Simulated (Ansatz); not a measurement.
# What each rung costs, and what it gives

Saddle point of Si2AsH9, closed shell (Si₂H₆ ([SiH3][SiH3]) + AsH₃ → Si₂AsH₇ ([SiH3][SiH2][AsH2]) + H₂; bonds formed: Si1–As7, H2–H6; bonds broken: Si1–H2, H6–As7), PBE0-D4/def2-TZVP structure:

Si1  (-0.694, -0.377, 0.311)
H2  (1.061, -0.190, 0.588)
H3  (-1.690, -0.807, -0.714)
H4  (-1.039, -1.029, 1.601)
Si5  (-0.892, 1.956, 0.430)
H6  (1.840, -0.894, 0.454)
As7  (1.171, -2.040, -0.659)
H8  (-0.125, 2.464, 1.600)
H9  (-2.307, 2.407, 0.545)
H10  (-0.311, 2.555, -0.803)
H11  (1.435, -0.914, -1.642)
H12  (1.551, -3.133, -1.711)
(Å)

Barriers are electronic and count from the start structure reached by relaxing down the imaginary mode.

Program: Ansatz 0.2.0. Basis: as named in each row. Cores are frozen in the correlated methods. Filled d shells of the heavier atoms are correlated. The def2 sets are not built for correlating such inner shells, so the correlated values are less sure here. B3LYP uses VWN-RPA correlation. Extrapolation: Hartree–Fock as exp(−7.88 √X), correlation as X^−2.97.

Times are rough, for one single point on 8 threads of a shared host (Arm Neoverse V1).

The estimate by CCSD(T) at an estimated basis limit (MP2 extrapolated from triple and quadruple zeta, plus CCSD(T) − MP2 in triple zeta) is 60.02 kcal/mol.

```json
{"method": "HF", "basis": "STO-3G", "time (s)": "under 1", "barrier (kcal/mol)": "122.83", "method less estimate": "62.81"}
{"method": "PBE-D4", "basis": "STO-3G", "time (s)": "under 1", "barrier (kcal/mol)": "75.92", "method less estimate": "15.90"}
{"method": "SPW92", "basis": "def2-SVP", "time (s)": "under 1", "barrier (kcal/mol)": "41.16", "method less estimate": "-18.86"}
{"method": "PBE-D4", "basis": "def2-SVP", "time (s)": "under 1", "barrier (kcal/mol)": "47.49", "method less estimate": "-12.53"}
{"method": "B3LYP-D4", "basis": "6-31G", "time (s)": "under 1", "barrier (kcal/mol)": "59.62", "method less estimate": "-0.40"}
{"method": "PBE0-D4", "basis": "def2-SVP", "time (s)": "under 1", "barrier (kcal/mol)": "54.45", "method less estimate": "-5.57"}
{"method": "SPW92", "basis": "def2-TZVPP", "time (s)": "under 1", "barrier (kcal/mol)": "40.95", "method less estimate": "-19.07"}
{"method": "PBE-D4", "basis": "def2-TZVPP", "time (s)": "1", "barrier (kcal/mol)": "46.97", "method less estimate": "-13.05"}
{"method": "BLYP-D4", "basis": "def2-TZVPP", "time (s)": "1", "barrier (kcal/mol)": "52.44", "method less estimate": "-7.58"}
{"method": "B3LYP-D4", "basis": "def2-TZVPP", "time (s)": "2", "barrier (kcal/mol)": "57.58", "method less estimate": "-2.43"}
{"method": "BHLYP-D4", "basis": "def2-TZVPP", "time (s)": "2", "barrier (kcal/mol)": "65.80", "method less estimate": "5.79"}
{"method": "CAM-B3LYP-D4", "basis": "def2-TZVPP", "time (s)": "2", "barrier (kcal/mol)": "62.78", "method less estimate": "2.76"}
{"method": "PBE0-D4", "basis": "def2-TZVPP", "time (s)": "2", "barrier (kcal/mol)": "53.64", "method less estimate": "-6.38"}
{"method": "r2SCAN-D4", "basis": "def2-TZVPP", "time (s)": "3", "barrier (kcal/mol)": "52.80", "method less estimate": "-7.22"}
{"method": "RPA on PBE", "basis": "def2-TZVPP", "time (s)": "3", "barrier (kcal/mol)": "62.62", "method less estimate": "2.60"}
{"method": "r2SCAN0-D4", "basis": "def2-TZVPP", "time (s)": "3", "barrier (kcal/mol)": "57.28", "method less estimate": "-2.74"}
{"method": "CCSD(T)", "basis": "def2-SVP", "time (s)": "3", "barrier (kcal/mol)": "66.64", "method less estimate": "6.62"}
{"method": "wB97M-V", "basis": "def2-SVP", "time (s)": "4", "barrier (kcal/mol)": "61.77", "method less estimate": "1.76"}
{"method": "B2PLYP", "basis": "def2-TZVPP", "time (s)": "4", "barrier (kcal/mol)": "60.91", "method less estimate": "0.89"}
{"method": "PBE-QIDH", "basis": "def2-TZVPP", "time (s)": "4", "barrier (kcal/mol)": "59.59", "method less estimate": "-0.43"}
{"method": "wB97X-V", "basis": "def2-TZVPP", "time (s)": "6", "barrier (kcal/mol)": "63.77", "method less estimate": "3.76"}
{"method": "B97M-V", "basis": "def2-TZVPP", "time (s)": "6", "barrier (kcal/mol)": "55.01", "method less estimate": "-5.01"}
{"method": "wB97M-V", "basis": "def2-TZVPP", "time (s)": "6", "barrier (kcal/mol)": "61.33", "method less estimate": "1.31"}
{"method": "MP2", "basis": "def2-QZVPP", "time (s)": "16", "barrier (kcal/mol)": "58.91", "method less estimate": "-1.11"}
{"method": "CCSD(T)", "basis": "def2-TZVPP", "time (s)": "96", "barrier (kcal/mol)": "61.92", "method less estimate": "1.90"}
```

All methods are single points on the PBE0-D4 structures.

No T1 diagnostic of these runs exceeds 0.013.

Labels in which every atom is bracketed show which atoms are joined, not bond orders.
